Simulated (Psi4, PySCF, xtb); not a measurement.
Relaxed torsion scan: C3H6Ge, SMILES C#C[CH2][GeH3]. Scanned: dihedral C2–C3–Ge4–H8; all other coordinates were relaxed at GFN2-xTB. Heavy atoms are numbered in the order of the SMILES C#C[CH2][GeH3], hydrogens after them in the order of the atoms that carry them; the mirror image has the same energies with the sign of each dihedral reversed.

Levels of theory: RKS-BP86/6-31G* = restricted BP86/6-31G*, spherical d // GFN2-xTB (PySCF); GFN1-xTB // GFN2-xTB (xtb); PBE/def2-TZVP // GFN2-xTB (Psi4).

Energies in kJ/mol, each method relative to its own lowest point.

```tsv
φ / °	RKS-BP86/6-31G*	GFN1-xTB	PBE/def2-TZVP
0	5.56	(withheld)	5.26
10	5.18	(withheld)	4.90
20	4.14	(withheld)	3.91
30	2.73	3.18	2.59
40	1.34	1.55	1.29
50	0.36	0.40	0.36
60	0.00	0.00	0.00
70	0.34	0.47	0.33
80	1.32	(withheld)	1.26
90	2.67	3.27	2.53
100	4.08	(withheld)	3.86
110	5.13	6.15	4.85
```

Fill in the missing entries.


- 0, GFN1-xTB: 6.63
- 10, GFN1-xTB: 6.16
- 20, GFN1-xTB: 4.87
- 80, GFN1-xTB: 1.66
- 100, GFN1-xTB: 4.91
